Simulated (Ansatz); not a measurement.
Start from `Cl[SiH2][CH2][GaH2]` and change one atom or group to get `[SiH3]OC[SiH2]Cl`.

Ansatz, PBE0-D4/def2-TZVP geometries, multiplicity 1. Each molecule was computed in one conformer, which needn't be the lowest.

Scalar relativity is left out up to krypton.

| property | `Cl[SiH2][CH2][GaH2]` |
| --- | --- |
| size of the dipole moment (PBE/def2-TZVPP) / D | 1.90 |
| HOMO–LUMO gap (PBE0/def2-TZVPP) / eV | 7.06 |
| HOMO–LUMO gap (ωB97M-V/def2-TZVPP) / eV | 10.89 |
| HOMO–LUMO gap (B3LYP/def2-TZVPP) / eV | 6.60 |
| LUMO energy (B3LYP/def2-TZVPP) / eV | -1.10 |
| LUMO energy (PBE0/def2-TZVPP) / eV | -0.87 |

**Question.** What does the change do to each property? (Estimate.)

**Answer.** Computed: 
```tsv
property	`[SiH3]OC[SiH2]Cl`	shift
size of the dipole moment (PBE/def2-TZVPP) / D	1.21	-0.69
HOMO–LUMO gap (PBE0/def2-TZVPP) / eV	8.12	1.06
HOMO–LUMO gap (ωB97M-V/def2-TZVPP) / eV	12.12	1.23
HOMO–LUMO gap (B3LYP/def2-TZVPP) / eV	7.70	1.10
LUMO energy (B3LYP/def2-TZVPP) / eV	-0.51	0.59
LUMO energy (PBE0/def2-TZVPP) / eV	-0.31	0.56
```

With PBE0 the HOMO falls by 0.50 eV and the LUMO rises by 0.56 eV, so the gap widens by about 1.06 eV. PBE moves the HOMO by -0.27 eV and ωB97M-V by -0.61 eV. Dipoles are sizes alone; their direction can turn.

B3LYP here is the variant with VWN-RPA as its local correlation; programs differ in this.
